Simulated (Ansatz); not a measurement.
`BN(C)CC` + `[SiH3]Cl` → `B[SiH2]Cl` + `CCNC` at 500 K and 1 bar (formal exchange of groups at a B–N bond).

Isolated molecules relaxed with PBE0-D4/def2-TZVP in Ansatz; ΔE leaves out vibrations. CCSD(T)/CBS is the MP2 limit (def2-TZVPP, def2-QZVPP) plus CCSD(T) − MP2 in def2-TZVPP, frozen cores. This one scheme is used for every species. One conformer a species, not always the lowest.

| species | CCSD(T)/CBS energy (Eh) | H − E (kJ/mol) | S (J/(mol·K)) |
| --- | --- | --- | --- |
| `BN(C)CC` | -199.69839 | 397.8 | 392.0 |
| `[SiH3]Cl` | -750.69636 | 92.3 | 281.7 |
| `B[SiH2]Cl` | -776.05948 | 134.8 | 351.5 |
| `CCNC` | -174.26710 | 357.3 | 359.1 |

H − E and S are ideal-gas, rigid-rotor, harmonic terms from PBE0-D4/def2-TZVP, for one conformer and one mirror image of each species. 1 Eh = 2625.50 kJ/mol, R = 8.31446 J/(mol·K).

By hand: ΔE, ΔH, ΔS and ΔG.

ΔE = (-776.05948) + (-174.26710) − (-199.69839) − (-750.69636) = 0.06817 Eh = 179.0 kJ/mol. Δ(H − E) = 134.8 + 357.3 − 397.8 − 92.3 = 2.0, so ΔH = 181.0 kJ/mol. ΔS = 351.5 + 359.1 − 392.0 − 281.7 = 36.9 J/(mol·K). ΔG = 181.0 − 500 × (36.9)/1000 = 162.6 kJ/mol.

By hand: the equilibrium constant, and the temperature at which ΔG would vanish if ΔH and ΔS stayed fixed.

log₁₀ K = −ΔG/(RT ln 10) = -17.0. ΔG = 0 at ΔH/ΔS = 4905 K, far beyond where these terms or the molecules hold.

ΔH outweighs TΔS. A doubt of 5 kJ/mol in ΔE shifts log₁₀ K by 0.5 here. Other conformers and mirror images would add mixing entropy, several J/(mol·K) or more a flexible species. These are equilibria of isolated gas molecules and say nothing of rates. Largest T1 diagnostic: 0.012 (customary marks: 0.02 for closed shells, 0.045 for open ones).
